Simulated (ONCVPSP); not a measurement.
**Which change was made? (Ge, ONCV)**

ONCVPSP 4.0.1 input, shortened (lines: element, Z, core and valence counts, functional; n l f; lmax; l rc ep ncon nbas qcut; lloc lpopt rc5 dvloc0; l nproj debl; icmod fcfact rcfact), PBEsol, non-relativistic:

```
  Ge 32.00    4    4  -116133      upf
    1    0    2.00
    2    0    2.00
    2    1    6.00
    3    0    2.00
    3    1    6.00
    3    2   10.00
    4    0    2.00
    4    1    1.50
    2
    0    1.90    0.00    4    8    3.00
    1    1.20    0.00    4    7   11.30
    2    1.05    0.00    3    8   18.00
    4    5    0.65    0.00
    0    2    0.80
    1    2    3.50
    2    2    3.00
    3    4.00    1.25
```

Cutoffs, loose and tight: the cutoffs (Ha) at which the residual kinetic energy of the hardest occupied pseudo-wave falls to 1 and 0.1 mHa per electron. They do not see the model core or the augmentation charge, which bear on the density cutoff. Test errors are all-electron minus pseudo excitation energies from the reference, over the configurations 3p6 3d10 4s2 4p2; 3p6 3d10 4s2 4p1; 3p6 3d10 4s2 4p0; 3p6 3d10 4s0 4p0; variants that change the core or the reference have their own tests.

The base gives: outcome: generated; cutoff, loose: 111 Ha; cutoff, tight: 125 Ha; bound ghosts: s; GHOST(+) flags above zero: none; largest test error (meV): -66.

Task: After one change the result is: outcome: generated; cutoff, loose: 123 Ha; cutoff, tight: 142 Ha; bound ghosts: s; GHOST(+) flags above zero: none; largest test error (meV): -48. Which change was it?
A. s: qcut 1.9; p: qcut 7.1; d: qcut 11.3
B. s: qcut 2.2; p: qcut 8.4; d: qcut 13.4
C. s: qcut 3.2; p: qcut 12; d: qcut 19.1
D. s: qcut 3.4; p: qcut 12.9; d: qcut 20.6
E. s: qcut 3.7; p: qcut 14.1; d: qcut 22.5

Result: D. The others give: s: qcut 1.9; p: qcut 7.1; d: qcut 11.3 → outcome: generated; cutoff, loose: 101 Ha; cutoff, tight: 301 Ha; bound ghosts: s; GHOST(+) flags above zero: p; largest test error (meV): -99 | s: qcut 3.2; p: qcut 12; d: qcut 19.1 → outcome: generated; cutoff, loose: 117 Ha; cutoff, tight: 133 Ha; bound ghosts: s, p; GHOST(+) flags above zero: none; largest test error (meV): -58 | s: qcut 2.2; p: qcut 8.4; d: qcut 13.4 → outcome: generated; cutoff, loose: 84 Ha; cutoff, tight: 106 Ha; bound ghosts: s; GHOST(+) flags above zero: none; largest test error (meV): -96 | s: qcut 3.7; p: qcut 14.1; d: qcut 22.5 → outcome: generated; cutoff, loose: 121 Ha; cutoff, tight: 138 Ha; bound ghosts: s; GHOST(+) flags above zero: none; largest test error (meV): -35.
